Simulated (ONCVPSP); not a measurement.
## Configuration tests for osmium (Os) (ONCV)

- Element: osmium (Os)
- Generator: ONCVPSP 4.0.1
- Type: optimised norm-conserving Vanderbilt (ONCV)
- Functional: PBEsol
- Relativity: scalar-relativistic
- Frozen core: [Kr] 4d10 4f14
- Valence charge: 16
- Reference configuration: 5s2 5p6 5d6 6s1 (charge +1)
- Partial waves: 5s+6s: rc 1.45 bohr, ncon 3, nbas 6, qcut 6.8 1/bohr, 2 projectors; 5p: rc 1.65 bohr, ncon 4, nbas 7, qcut 9.8 1/bohr, 3 projectors, debl 0.5 Ha; 5d: rc 2.05 bohr, ncon 3, nbas 7, qcut 9 1/bohr, 2 projectors, debl 3.5 Ha
- Local potential: polynomial inside 1.25 bohr (lpopt 5, dvloc0 -1 Ha)
- Core correction: polynomial model core, fcfact 0.45

In the p channel the program set the typed energies aside and used -2.166, 0.250, 0.750 Ha.

Energies are relative to the spin-unpolarised reference configuration 5s2 5p6 5d6 6s1; without spin polarisation the order of configurations can differ from experiment.

```json
{"valence configuration": "5s2 5p6 5d6 6s2", "charge": "0", "ΔE all-electron (eV)": "-9.624", "error AE − PS (meV)": "+2.1"}
{"valence configuration": "5s2 5p6 5d5 6s0", "charge": "+3", "ΔE all-electron (eV)": "45.819", "error AE − PS (meV)": "-17"}
{"valence configuration": "5s2 5p6 5d5 6s2 6p1", "charge": "0", "ΔE all-electron (eV)": "-3.474", "error AE − PS (meV)": "-2.6"}
```

(1) What are ΔE and the potential's error for 5s2 5p6 5d6 6s0?

Results:

(1) ΔE = 16.940 eV all-electron; the error (AE − PS) is -7.8 meV.
